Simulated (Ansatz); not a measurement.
Species: sum formula H$_{4}$SiNO (charge 0, doublet). It need not be the lowest isomer of its formula. 
Geometry from a B3LYP-D3(BJ)/def2-TZVP (Ansatz, an electronic-structure program) optimisation:
```
Si
O 1 1.6587
N 1 1.7035 2 120.52
H 3 1.0074 1 121.37 2 -89.56
H 3 1.0077 4 111.70 1 -156.91
H 1 1.4801 2 107.61 3 -122.42
H 1 1.4879 6 114.18 2 107.94
```
Charge 0, spin multiplicity 2.

Basis-set convergence of Hartree-Fock and CCSD(T) correlation energies (hartree) with Ansatz. Correlated levels leave the core frozen unless marked. UHF or UKS for open shells. Spin-orbit coupling is left out. No relativistic terms.

```tsv
basis	functions	E(HF)	E(corr, CCSD(T))
def2-SVP	66	-420.38983	-0.45760
def2-TZVPP	160	-420.66831	-0.57926
def2-QZVPP	304	-420.68425	-0.61893
```

Extrapolating the two largest sets (X = 3 and 4) as X^-3: E(corr) = (64·(-0.61893) - 27·(-0.57926))/37 = -0.6479 Eh, an estimate of the basis-set limit. The largest set recovers 95.5 % of it, the smallest 70.6 %.
